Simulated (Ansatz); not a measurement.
Relaxation of H$_{6}$O$_{2}$Sn (9 atoms, charge 0, multiplicity 1), to a largest force component of 0.03 eV/Å in at most 50 steps.

These are results of RHF/def2-SVP (Ansatz 0.2.0), not measurements.

```xyz
9
Properties=species:S:1:pos:R:3
Sn 0.476 0.268 -0.359
H -0.996 0.314 2.197
H 1.494 0.291 -1.721
O -1.122 1.242 -0.939
H -1.809 1.416 -0.313
H 0.085 -1.261 0.258
O 1.328 1.289 1.086
H 1.898 2.004 0.849
H -0.431 0.733 2.315
```

Where does it end, and by what steps?

The run converged. The force dipped under the threshold on the way, but the program's further checks kept it going. After 26 steps the energy has fallen by 0.175 eV; H2 moved furthest, 1.81 Å.

```tsv
step	energy less start (eV)	largest force component (eV/Å)	accepted
0	0.0000	1.275	yes
1	-0.0904	0.220	yes
2	-0.1307	0.140	yes
3	-0.1448	0.617	yes
4	-0.1513	0.453	yes
5	-0.1572	0.108	yes
6	-0.1569	0.355	no
7	-0.1599	0.049	yes
8	-0.1631	0.077	yes
9	-0.1641	0.151	yes
10	-0.1661	0.186	yes
11	-0.1680	0.124	yes
12	-0.1695	0.122	yes
13	-0.1701	0.227	yes
14	-0.1711	0.126	yes
15	-0.1720	0.004	yes
16	-0.1730	0.032	yes
17	-0.1722	0.254	no
18	-0.1737	0.051	yes
19	-0.1739	0.095	yes
20	-0.1741	0.087	yes
21	-0.1745	0.002	yes
22	-0.1746	0.015	yes
23	-0.1748	0.065	yes
24	-0.1748	0.051	yes
25	-0.1748	0.067	no
26	-0.1749	0.013	yes
```

```xyz
9
Properties=species:S:1:pos:R:3
Sn 0.584 0.221 -0.818
H -0.818 0.885 3.906
H 1.889 0.542 -1.855
O -0.904 1.268 -1.548
H -1.730 1.266 -1.089
H 0.145 -1.402 -0.589
O 0.944 0.896 0.991
H 1.223 1.793 1.093
H -0.409 0.825 3.282
```

Run time: 78 s on 2 threads of Intel(R) Xeon(R) Platinum 8259CL CPU @ 2.50GHz (Skylake/Cascade Lake), with other jobs on the host, peak memory 0.18 GiB.
